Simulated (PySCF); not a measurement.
F₂H₆Si₃, SMILES [Si](F)([SiH3])(F)[SiH3]. The structure is a stationary point at PBE-D3(BJ)/def2-SVP.

Computed with PBE-D3(BJ)/def2-SVP (PySCF).

Harmonic wavenumbers (cm⁻¹): 82, 85, 91, 124, 132, 198, 261, 367, 403, 468, 508, 513, 548, 802, 813, 855, 881, 888, 895, 899, 908, 2153, 2157, 2170, 2173, 2176, 2177. Rotational constants (GHz): 2.544, 1.504, 1.292; symmetry number 2.

Q: Work out the zero-point energy and the ideal-gas rigid-rotor harmonic-oscillator thermochemistry at 298.15 K and 1 atm.

A: ZPE = ½ Σ hcν = ½ × 23726 cm⁻¹ = 141.92 kJ/mol. H − E(el) = 169.43 kJ/mol. Entropy in J/(mol K): translation 169.29, rotation 113.76, vibration 112.56, total 395.60. G − E(el) = 51.48 kJ/mol. Cp = 140.61 J/(mol K). Modes under 150 cm⁻¹ make the vibrational entropy uncertain.
